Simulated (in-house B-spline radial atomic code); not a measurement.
Values are calculated unless marked as measured or tabulated.
# C6 from the polarisability at imaginary frequency: neutral neon

CAM-B3LYP linear response of the closed shell [He] 2s2 2p6, from an all-electron radial atomic-structure program (B-spline basis); non-relativistic, point nucleus, no spin-orbit coupling.

The dispersion coefficient of two like species is C6 = (3/π) ∫ α(iu)² du from 0 to ∞.

```tsv
u (hartree)	α(iu) (bohr³)
0	2.878
0.03	2.875
0.07	2.86
0.12	2.826
0.2	2.74
0.3	2.594
0.45	2.34
0.7	1.926
1	1.525
1.5	1.07
2.5	0.6012
5	0.2245
```

Task: Fit one oscillator, α(iu) = α(0)/(1 + u²/ω²), through u = 1.5 and estimate C6.

Result: From α(0)/α(iu) − 1 = 2.878/1.07 − 1 = 1.6897, ω = u/√1.6897 = 1.1539 hartree (31.4 eV). London's formula gives C6 = (3/4) α(0)² ω = 0.75 × 2.878² × 1.1539 = 7.168 hartree·bohr⁶, and the oscillator holds f = α(0) ω² = 3.83 electrons, of a sum of oscillator strengths of 10.0.

Task: How does that compare with the full integral?

Result: The program's quadrature over all excitations gives C6 = 6.891, so the single oscillator is off by +4.0 %. At the last point the fit gives α = 0.146 against 0.224: higher excitations, and deeper shells where there are any, keep the true curve higher at large u.
